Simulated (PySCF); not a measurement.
**Nickel: a sound run and one with changed settings**

Sound run: Ni [Ar] 3d8 4s2, Ni+ [Ar] 3d9. All numbers are calculated (PySCF 2.14, no relativity, point nucleus, in 6-31G* (5s4p2d1f, 34 functions)). The sound run starts from symmetry-adapted Hartree-Fock orbitals and uses a fine grid where one is needed.

A second run was set up differently.

```tsv
species	method	sound run (hartree)	changed run (hartree)	converged
Ni	UHF	-1506.61038	-1506.61038	yes
Ni	M06-L	-1507.93901	-1508.14770	yes
Ni	B3LYP	-1508.05029	-1508.10653	yes
Ni+	UHF	-1506.26997	-1506.26997	yes
Ni+	M06-L	-1507.63175	-1507.70299	yes
Ni+	B3LYP	-1507.71724	-1507.74109	yes
```

Ionisation energy of Ni:

| method | sound run (eV) | changed run (eV) |
| --- | --- | --- |
| UHF | 9.263 | 9.263 |
| M06-L | 8.361 | 12.101 |

(1) What was changed?
A. a valence shell is frozen
B. all electrons correlated in a valence basis
C. angular grid far too coarse
D. basis contracted for another Hamiltonian

Results:

(1) C. It used 14 angular points. A coarse angular grid integrates products of high-l functions wrongly, so density functionals can shift, and the SCF can exploit the error; Hartree-Fock and MP2 need no grid.
